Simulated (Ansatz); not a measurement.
Ansatz (an electronic-structure program) input (CCSD(T)/cc-pV(T+d)Z):
A basis named .json is the Basis Set Exchange file of that set.

Ansatz 0.2 input:
```yaml
crystal:
  periodic: [false, false, false]
  atoms:
    - {symbol: Si, position_ang: [0.06006279, -0.26826582, 0.36171470]}
    - {symbol: O, position_ang: [-0.69420343, 1.34199097, 0.01341476]}
    - {symbol: O, position_ang: [-0.87444894, -1.10217367, -0.63206906]}
    - {symbol: O, position_ang: [1.53213635, 0.13754145, -0.11224789]}
    - {symbol: H, position_ang: [-0.12302244, -0.51067022, 1.78744086]}
    - {symbol: H, position_ang: [-0.11809475, 2.09976219, -0.19123378]}
    - {symbol: H, position_ang: [-1.14985788, -2.01951378, -0.53877933]}
    - {symbol: H, position_ang: [2.36618050, -0.20828111, 0.22068312]}
    - {symbol: H, position_ang: [-1.52395636, 1.37555438, -0.49489915]}
basis:
  gaussian:
    orbitals: cc-pV_T+d_Z.json
total_charge: 1
magnetization: {spin_polarized: false}
correlation: {method: ccsd_t, electrons: outside_noble_gas}
```

Output:

```
Functional definition: HF
integrals: 0.80 GiB planned
1175 factors; integrals over basis functions are off by at most 8.9e-4 eV
mean field: 0.83 GiB planned
mean field evaluation 1: about -14043.9667 eV, gradient 7.5e1 eV
mean field evaluation 2: about -14044.1228 eV, gradient 7.5e1 eV
mean field evaluation 4: about -14053.0145 eV, gradient 3.4e0 eV
mean field evaluation 8: about -14053.0676 eV, gradient 2.8e-1 eV
mean field evaluation 16: about -14043.9665 eV, gradient 7.5e1 eV
mean field -14053.06783869 eV, -516.4407175602 hartree, gradient 1.3e-6 eV, S^2 0.000000; 0 other end points of the search recorded, 0 dependent functions left out
8 core orbitals not correlated
reference -14053.06783869 eV, -516.4407175602 hartree; 13, 13 occupied and 178, 178 virtual orbitals, 1175 factors
second order -22.87004870 eV of doubles, -0.00000000 eV of singles
coupled cluster: 1.79 GiB planned
cycle   1  -22.79819211 eV  change    7.2e-2 eV  update   8.7e-2
cycle   2  -23.25696863 eV  change   -4.6e-1 eV  update   2.4e-2
cycle   3  -23.36076545 eV  change   -1.0e-1 eV  update   1.2e-2
cycle   4  -23.34512609 eV  change    1.6e-2 eV  update   2.6e-3
cycle   5  -23.34485991 eV  change    2.7e-4 eV  update   1.2e-3
cycle   6  -23.34548746 eV  change   -6.3e-4 eV  update   3.1e-4
cycle   7  -23.34525267 eV  change    2.3e-4 eV  update   1.1e-4
cycle   8  -23.34519805 eV  change    5.5e-5 eV  update   2.7e-5
cycle   9  -23.34519759 eV  change    4.6e-7 eV  update   9.6e-6
perturbative correction -0.76901077 eV, -0.0282606244 hartree
Total energy: -14077.18204704 eV, -517.3268983720 hartree
```

It need not be the lowest isomer of its formula.
